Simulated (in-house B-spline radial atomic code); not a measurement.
RPA and G0W0 for neutral gold, [Xe] 4f14 5d10 6s1, highest spin, as one setting changes: the highest l of the empty states. Start: PBE. A dash marks a level of low quasi-particle weight. Computed with a B-spline radial code for spherical atoms: all electrons, scalar-relativistic (spin-free one-electron X2C), finite nucleus, each spin shell either full or empty, empty states to the listed l with an (l + 1/2)⁻⁴ tail; G0W0 by contour deformation at full frequency.

Without the two-electron picture change, the correlation of inner shells comes somewhat too large for so heavy an element.

RPA overbinds a lone outer s electron by self-correlation, and G0W0 tends to as well.

```tsv
highest l of the empty states	RPA summed (Eh)	RPA extrapolated (Eh)	G0W0 level (eV)
5	-6.192	-7.2296	-
6	-6.5702	-7.2196	-
7	-6.775	-7.1937	-
8	?	?	?
9	-6.9603	-7.1462	-
10	?	?	?
11	-7.0302	-7.122	-
```

Question: What belongs in the row for 8?

Answer: RPA summed (Eh): -6.8914; RPA extrapolated (Eh): -7.1676; G0W0 level (eV): -.

Question: What belongs in the row for 10?

Answer: RPA summed (Eh): -7.0028; RPA extrapolated (Eh): -7.1319; G0W0 level (eV): -.
